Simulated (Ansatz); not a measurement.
Cartesian coordinates in Å:
```
C 0.8776 2.3853 -1.4330
C 0.4075 1.1792 -0.6913
C 1.1388 -0.0235 -0.7444
C 0.6862 -1.1244 -0.0619
C 1.4519 -2.4480 -0.1535
F 2.5459 -2.3497 -0.9088
F 0.6712 -3.3905 -0.6811
F 1.8240 -2.8498 1.0600
O -0.3430 -1.2012 0.6730
Ti -1.7160 0.1321 1.3032
O -3.1691 0.8293 0.5248
O -2.4752 -1.2782 2.0769
Cl -0.9803 1.3556 3.0024
O -0.6558 1.2911 -0.0330
H 1.7823 2.1935 -2.0065
H 0.0844 2.7301 -2.1001
H 1.0632 3.1871 -0.7138
H 2.0409 -0.0851 -1.3318
H -3.1099 1.6254 -0.0108
H -2.1247 -2.1582 2.2297
```

Charge 0, multiplicity 1.

(1) List the r2SCAN/def2-TZVPP orbital energies in eV (Ansatz). (Best estimate.)

Results:

(1) Computed: Occupied: -4857.37, -2752.63, -667.78, -667.68, -667.67, -539.36, -517.00, -516.86, -515.95, -515.88, -449.48, -449.45, -449.43, -280.28, -276.54, -276.50, -273.91, -273.89, -254.03, -192.51, -192.46, -192.45, -64.39, -40.49, -40.44, -40.33, -35.33, -32.92, -32.85, -28.81, -28.31, -25.63, -25.49, -21.62, -20.34, -20.24, -19.18, -17.06, -15.83, -15.69, -15.18, -14.50, -13.75, -12.88, -12.61, -12.43, -12.30, -12.22, -12.12, -11.57, -11.51, -11.23, -10.94, -10.78, -10.57, -10.54, -10.18, -9.07, -9.03, -8.89, -8.61, -8.40, -8.34, -7.89, -7.55, -7.43, -7.12. Lowest empty: -3.45, -3.15, -2.78, -2.32, -1.93, -0.58, 0.14, 0.25.
